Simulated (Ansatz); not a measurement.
The cluster In2Se3⁻, 5 atoms. Hardware: 4 threads of Arm Neoverse V2 on a shared host.

In the def2 sets In takes a core potential; there is no spin–orbit coupling. Correlated methods freeze 35 core orbitals; core or outer-core shells of In, Se are correlated, in sets that lack core-valence functions.

Task: How many basis functions does each of these Ansatz runs have, and roughly what does it cost? PBE0-D4/def2-TZVPD, charge -1 doublet, energy, from earlier orbitals; PBE-D4/def2-SVPD, charge -1 doublet, relaxation, 7 steps; revPBE-D4/def2-TZVPD, charge -1 doublet, energy, from earlier orbitals; HF/def2-TZVPD, charge -1 doublet, energy, from earlier orbitals; PBE-QIDH/def2-TZVPD, charge -1 doublet, energy, from earlier orbitals; RPA@PBE/def2-TZVPD, charge -1 doublet, energy, from earlier orbitals; MP2/def2-TZVPD, charge -1 doublet, energy, from earlier orbitals; r2SCAN-D4/def2-TZVPD, charge -1 doublet, energy, from earlier orbitals; PBE-D4/def2-TZVPD, charge -1 doublet, energy and forces, from earlier orbitals; PBE-D4/def2-SVP, charge -1 doublet, energy with a search over starts.

Result: Other jobs shared the machine, so times can vary by a factor of up to 3. A dash marks memory too small to be measured apart from the calling script's.

```json
{"run": "PBE-D4/def2-SVP, charge -1 doublet, energy with a search over starts", "functions": "148", "fitting or Cholesky vectors": "1670", "wall time": "15 s", "peak host memory (GiB)": "–"}
{"run": "revPBE-D4/def2-TZVPD, charge -1 doublet, energy, from earlier orbitals", "functions": "283", "fitting or Cholesky vectors": "2131", "wall time": "16 s", "peak host memory (GiB)": "0.78"}
{"run": "PBE-D4/def2-TZVPD, charge -1 doublet, energy and forces, from earlier orbitals", "functions": "283", "fitting or Cholesky vectors": "2131", "wall time": "17 s", "peak host memory (GiB)": "0.77"}
{"run": "PBE0-D4/def2-TZVPD, charge -1 doublet, energy, from earlier orbitals", "functions": "283", "fitting or Cholesky vectors": "2110", "wall time": "27 s", "peak host memory (GiB)": "1.7"}
{"run": "r2SCAN-D4/def2-TZVPD, charge -1 doublet, energy, from earlier orbitals", "functions": "283", "fitting or Cholesky vectors": "2131", "wall time": "31 s", "peak host memory (GiB)": "0.88"}
{"run": "RPA@PBE/def2-TZVPD, charge -1 doublet, energy, from earlier orbitals", "functions": "283", "fitting or Cholesky vectors": "2110", "wall time": "33 s", "peak host memory (GiB)": "1.3"}
{"run": "HF/def2-TZVPD, charge -1 doublet, energy, from earlier orbitals", "functions": "283", "fitting or Cholesky vectors": "2110", "wall time": "35 s", "peak host memory (GiB)": "1.9"}
{"run": "PBE-D4/def2-SVPD, charge -1 doublet, relaxation, 7 steps", "functions": "187", "fitting or Cholesky vectors": "2059", "wall time": "38 s", "peak host memory (GiB)": "–"}
{"run": "MP2/def2-TZVPD, charge -1 doublet, energy, from earlier orbitals", "functions": "283", "fitting or Cholesky vectors": "2110", "wall time": "42 s", "peak host memory (GiB)": "1.9"}
{"run": "PBE-QIDH/def2-TZVPD, charge -1 doublet, energy, from earlier orbitals", "functions": "283", "fitting or Cholesky vectors": "2110", "wall time": "61 s", "peak host memory (GiB)": "2"}
```
